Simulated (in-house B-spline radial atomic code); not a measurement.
## How G0W0 and RPA depend on the start: As3+

Configuration [Ar] 3d10 4s2. Computed with a B-spline radial code for spherical atoms: all electrons, non-relativistic, point nucleus, each spin shell either full or empty, empty states to l = 9 with an (l + 1/2)⁻⁴ tail; G0W0 by contour deformation at full frequency.

| start | mean-field 4s (eV) | G0W0 (eV) | QP weight | RPA correlation (Eh) |
| --- | --- | --- | --- | --- |
| Hartree-Fock | -47.39 | -49.16 | 0.972 | -2.0699 |
| LDA VWN5 | -44.18 | ? | ? | ? |
| PBE | -43.75 | -49.61 | 0.949 | -2.2796 |
| PBE0 | -44.90 | -49.48 | 0.957 | -2.22 |
| r2SCAN | -44.04 | -49.57 | 0.954 | -2.2434 |
| HSE06 | -44.63 | -49.51 | 0.955 | -2.226 |
| B3LYP (VWN-RPA) | -44.94 | -49.53 | 0.956 | -2.2336 |
| SCAN | -44.18 | -49.56 | 0.954 | -2.2427 |
| TPSS | -43.67 | -49.60 | 0.950 | -2.2694 |
| BHandHLYP | -46.12 | -49.38 | 0.963 | -2.1672 |
| CAM-B3LYP | -46.66 | -49.47 | 0.963 | -2.2089 |
| LC-wPBE | -48.03 | -49.43 | 0.968 | -2.2097 |
| wB97X | -47.70 | -49.41 | 0.968 | -2.1972 |
| PBEsol | -43.78 | -49.62 | 0.950 | -2.2813 |
| BLYP | -43.86 | ? | ? | ? |
| r2SCAN0 | -45.14 | -49.45 | 0.960 | -2.1961 |
| LDA exchange-only | -42.76 | -49.67 | 0.950 | -2.285 |

Problem. What G0W0 level, weight and RPA correlation energy follow from the BLYP start?

Solution. G0W0 level -49.63 eV, weight 0.949, RPA correlation -2.2817 hartree.

Problem. What G0W0 level, weight and RPA correlation energy follow from the LDA VWN5 start?

Solution. G0W0 level -49.65 eV, weight 0.950, RPA correlation -2.2847 hartree.

Problem. How much of the dependence on the start does G0W0 remove?

Solution. The mean-field levels span 5.27 eV and the G0W0 levels 0.515 eV. Against 50.15 ± 0.06 eV (NIST, measured) the G0W0 removal energies are off by -0.99 to -0.48 eV, with relativity, Breit and QED terms left out.
